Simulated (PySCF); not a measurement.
Input file for PySCF: R-M06-2X/def2-TZVPPD on ClFH2 (a complex).

```python
from pyscf import gto, dft

mol = gto.M(
    atom='''
    F    -0.01249353   -0.08389304   -0.13913820
    H     0.15444039    0.13382320    0.75090877
    Cl   -0.02566993    0.48084549    3.00737593
    H    -1.24033412    0.06343494    2.98855070
    ''',
    basis='def2-tzvppd',
    charge=0, spin=0, verbose=4, max_memory=1800)
mf = dft.RKS(mol, xc='m062x').density_fit(auxbasis='def2-universal-jkfit')
mf.grids.level = 4
mf.conv_tol = 1e-9
mf.max_cycle = 150
mf.kernel()
mf.dip_moment()
```

Question: Give the final energy of this run.

Answer: -561.2600 hartree.
